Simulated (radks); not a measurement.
The numbers below are computed, except where a source is named.
Er, configuration [Xe] 4f12 6s1 7p1 (not the ground configuration). Code: a radial shooting solver on a logarithmic mesh with Libxc functionals. Model: non-relativistic Kohn-Sham, PBEsol, spin-polarised, spherical densities, point nucleus; open shells are filled with parallel spins first (spin-orbit coupling, left out, can overturn this in heavy ions); relativity is left out, which matters for an element this heavy.

X-ray form factor f0, the Fourier transform of the density (f0(0) = 68):

sin(theta)/lambda (1/angstrom),f0 (electrons)
0.05,65.976
0.1,63.649
0.15,60.463
0.2,57.024
0.25,53.504
0.3,50.058
0.4,43.819
0.5,38.601
0.6,34.201
0.8,27.166
1,22.131
1.25,18.132
1.5,15.668
2,12.129
